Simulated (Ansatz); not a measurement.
Breaking the Si1–H2 bond in CH4OSi (SMILES CO[SiH]) (multiplicity 1 held, fragments rigid). Energies count from the point at 1.549 Å.
Geometry at that point (charge 0, multiplicity 1):
```
atom    x (Å)    y (Å)    z (Å)
----  -------  -------  -------
Si    -0.4080  -0.6790   0.9181
H     -1.3102  -1.1884  -0.2339
O      0.4506   0.4193   0.0465
C      0.3828   0.7821  -1.3262
H      0.1532   1.8459  -1.4010
H      1.3533   0.5993  -1.7897
H     -0.3865   0.2027  -1.8435
```

Signs of static correlation in cc-pV(T+d)Z, with CASSCF(2,2), from Ansatz (a first-principles code) runs.

| R (Å) | T1 of restricted CCSD | ⟨S²⟩ of UHF | largest double amplitude of restricted CCSD | weight of the CASSCF reference in MRCISD | CASSCF natural occupations |
|---|---|---|---|---|---|
| 1.240 | 0.015 | 0.245 | 0.093 | 0.881 | 1.99 0.01 |
| 1.394 | 0.015 | 0.199 | 0.088 | 0.881 | 1.99 0.01 |
| 1.549 | 0.016 | 0.150 | 0.081 | 0.881 | 1.98 0.02 |
| 1.704 | 0.016 | 0.097 | 0.072 | 0.880 | 1.97 0.03 |
| 1.859 | 0.016 | 0.043 | 0.061 | 0.880 | 1.96 0.04 |
| 2.092 | 0.018 | 0.000 | (withheld) | 0.880 | 1.93 0.07 |
| 2.324 | 0.021 | 0.279 | 0.147 | 0.880 | 1.89 0.11 |
| 2.711 | 0.030 | (withheld) | 0.229 | 0.880 | 1.80 0.20 |
| 3.099 | 0.046 | 0.910 | 0.331 | 0.881 | 1.66 0.34 |
| 3.564 | 0.074 | 0.988 | 0.502 | 0.881 | 1.45 0.55 |
| 4.183 | 0.112 | 1.018 | 0.786 | 0.881 | 1.22 0.78 |
| 4.958 | 0.140 | 1.026 | 1.065 | 0.881 | 1.09 0.91 |

**Question.** Some entries are withheld; supply them.

**Answer.** 
- 2.092, largest double amplitude of restricted CCSD: 0.100
- 2.711, ⟨S²⟩ of UHF: 0.733

Doubts at one or more of the structures used: a restricted determinant that unrestricted orbitals would lower (R-CCSD(T)/cc-pV(T+d)Z); other coupled-cluster roots lie near (R-CCSD(T)/cc-pV(T+d)Z); T1 above 0.05 (R-CCSD(T)/cc-pV(T+d)Z, U-CCSD(T)/cc-pV(T+d)Z); a spin-contaminated determinant (U-CCSD(T)/cc-pV(T+d)Z).
